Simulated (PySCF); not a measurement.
Isomers of C2H6OSi.

All values: PBE0/pcSseg-1 (PySCF) at PBE0-D3(BJ)/def2-SVP geometries, gas phase, one conformer each.

**Question.** Rank by HOMO–LUMO gap, lowest first.
A. `CC(=O)[SiH3]`
B. `[CH2:1]=[CH:2][O:3][SiH3:4]` with C1–C2–O3–Si4 -2°
C. `[CH2:1]=[CH:2][SiH2:3][OH:4]` with C1–C2–Si3–O4 9°, C2–Si3–O4–H 68°
D. `[CH3:1][SiH2:2][CH:3]=[O:4]` with C1–Si2–C3–O4 -1°

**Answer.** D (5.57 eV), A (5.78 eV), B (7.35 eV), C (7.51 eV).

**Question.** Rank by dipole moment, highest first.
A. `[CH2:1]=[CH:2][O:3][SiH3:4]` with C1–C2–O3–Si4 -2°
B. `[CH3:1][SiH2:2][CH:3]=[O:4]` with C1–Si2–C3–O4 -1°
C. `[CH2:1]=[CH:2][SiH2:3][OH:4]` with C1–C2–Si3–O4 9°, C2–Si3–O4–H 68°
D. `CC(=O)[SiH3]`

**Answer.** D (2.51 D), B (1.93 D), C (1.71 D), A (0.59 D).

All values together:

```csv
SMILES,μ (D),HOMO (eV),LUMO (eV),lowest IAO charge (e),highest IAO charge (e),lowest Hirshfeld charge (e),highest Hirshfeld charge (e)
C=CO[SiH3],0.59,-6.99,0.36,-0.572 (O),+0.827 (Si),-0.201 (O),+0.391 (Si)
CC(=O)[SiH3],2.51,-6.98,-1.20,-0.466 (C),+0.502 (Si),-0.220 (O),+0.297 (Si)
C[SiH2]C=O,1.93,-6.94,-1.37,-0.710 (C),+0.706 (Si),-0.208 (O),+0.339 (Si)
C=C[SiH2]O,1.71,-7.98,-0.47,-0.780 (O),+0.996 (Si),-0.307 (O),+0.395 (Si)
```

Conformers: `[CH2:1]=[CH:2][O:3][SiH3:4]` with C1–C2–O3–Si4 -2°; `[CH3:1][SiH2:2][CH:3]=[O:4]` with C1–Si2–C3–O4 -1°; `[CH2:1]=[CH:2][SiH2:3][OH:4]` with C1–C2–Si3–O4 9°, C2–Si3–O4–H 68°.
